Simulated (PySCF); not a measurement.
PySCF 2.14 output of an unrestricted PBE0 calculation on a single atom or ion in def2-TZVPPD, with no relativity, point nucleus:

```
SCF conv_tol = 1e-09
number electrons alpha = 13  beta = 9
    C. Adamo and V. Barone.,  J. Chem. Phys. 110, 6158 (1999)
    M. Ernzerhof and G. E. Scuseria.,  J. Chem. Phys. 110, 5029 (1999)
cycle= 1 E= -943.45604144649  delta_E= -0.00589  |g|= 0.0224  |ddm|= 0.0959
cycle= 2 E= -943.456019946062  delta_E= 2.15e-05  |g|= 0.0246  |ddm|= 0.0226
cycle= 3 E= -943.456184714079  delta_E= -0.000165  |g|= 0.00193  |ddm|= 0.0131
cycle= 4 E= -943.456189243786  delta_E= -4.53e-06  |g|= 0.000475  |ddm|= 0.00505
cycle= 5 E= -943.456193101051  delta_E= -3.86e-06  |g|= 0.000479  |ddm|= 0.00547
cycle= 6 E= -943.456195859475  delta_E= -2.76e-06  |g|= 0.000476  |ddm|= 0.00396
cycle= 7 E= -943.4561594748  delta_E= 3.64e-05  |g|= 0.0152  |ddm|= 0.239
cycle= 8 E= -943.456056744278  delta_E= 0.000103  |g|= 0.0208  |ddm|= 0.0396
cycle= 9 E= -943.456125496765  delta_E= -6.88e-05  |g|= 0.0175  |ddm|= 0.0279
cycle= 10 E= -943.456237525528  delta_E= -0.000112  |g|= 0.00781  |ddm|= 0.0569
cycle= 11 E= -943.45626193446  delta_E= -2.44e-05  |g|= 0.000565  |ddm|= 0.0443
cycle= 12 E= -943.456262240125  delta_E= -3.06e-07  |g|= 0.000422  |ddm|= 0.0125
cycle= 13 E= -943.456262336329  delta_E= -9.62e-08  |g|= 1.18e-05  |ddm|= 0.00343
cycle= 14 E= -943.456262336481  delta_E= -1.51e-10  |g|= 4.18e-06  |ddm|= 0.000223
converged SCF energy = -943.456262336481  <S^2> = 6.0003497  2S+1 = 5.0001399
```

The run itself started from symmetry-adapted Hartree-Fock orbitals and held the occupation by maximum overlap, on a logarithmic radial grid, so the iterations belong to that start.

Task: Which element, charge and spin multiplicity is this?

Result: V⁺ (vanadium, charge +1), multiplicity 5; the state was [Ar] 3d4, high-spin 5D determinant.
